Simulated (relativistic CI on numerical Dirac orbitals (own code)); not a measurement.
# What each ingredient does to the levels of Cd XLIV

Base calculation: Dirac-Coulomb-Breit CI, KLI orbitals optimised for each configuration, QED by a radiative potential, unscaled Slater integrals.

CI space (outside the closed core 1s2): 2s²2p, 2s2p², 2p³, 2p²3s, 2p²3p, 2p²3d, 2s²3s, 2s²3p, 2s²3d, 2s2p3s, 2s2p3p, 2s2p3d, 2s²4s, 2s²4p, 2s²4d, 2s²4f. Levels of other configurations are missing.

Variants: (1) P86 correlation estimate; (2) configuration mixing switched off; (3) non-relativistic limit. Shifts of the energy above 2s²2p ²P°1/2, in eV, for the lowest level and the first level of each name with at least 55 % of one term (blank where a level changes its place among those of its configuration and J or its character, or is not in the variant):

```tsv
Level	Base	Δ(1)	Δ(2)	Δ(3)
2s²2p ²P°1/2	0.00	0.00	0.00	0.00
2s2p² ⁴P1/2	136.51	+0.22	-4.31	-60.43
2s²2p ²P°3/2	213.95	0.00	+2.51	-213.95
2s2p² ⁴P3/2	309.47	+0.22	-4.42	-233.39
2s2p² ²D3/2	382.44	+0.22	-3.85	-243.38
2s2p² ²P1/2	384.83	+0.22	-3.84	
2s2p² ²S1/2	607.08	+0.22	-4.24	
2s2p² ²P3/2	608.42	+0.22	-3.73	-421.05
2p³ ²D°5/2	737.06	+0.30	-4.00	-456.60
2p³ ²P°1/2	771.05	+0.29	-8.21	-455.33
2s²3s ²S1/2	3982.83	+1.09	+7.69	-161.05
2s²3p ²P°1/2	4031.33	+1.28	+8.22	-166.80
2s2p3s ⁴P°1/2	4077.36	+1.20	-4.30	-173.94
2s2p3s ²P°1/2	4110.93	+1.19	-3.16	-185.95
2s2p3p ⁴D1/2	4118.40	+1.36	-3.55	
2s²3d ²D3/2	4129.90	+1.08	+9.20	-223.60
2s²3d ²D5/2	4151.41	+0.91	+5.76	-245.11
2s2p3d ⁴F°3/2	4217.79	+1.22	-4.42	-242.04
2s2p3d ⁴F°5/2	4234.08	+1.22	-4.27	-258.33
2s2p3d ⁴D°1/2	4246.52	+1.22	-1.96	-259.17
2s2p3d ²F°5/2	4270.94	+1.22	-4.06	
2s2p3s ⁴P°5/2	4291.46	+1.19	-4.24	-388.04
```

At this charge energies of transitions that change n are usually good to better than 1 %, and those within a shell (Δn = 0) to a few per cent.

Ionisation energy from the two ground configurations alone: base 7115.19 eV; P86 correlation estimate 7116.85 eV. The NIST ASD value (semi-empirical) is 7109 eV.

LS names give the leading component of a level, which can be under half, so a name can repeat, a term be missing and a line seem to break the LS rules.
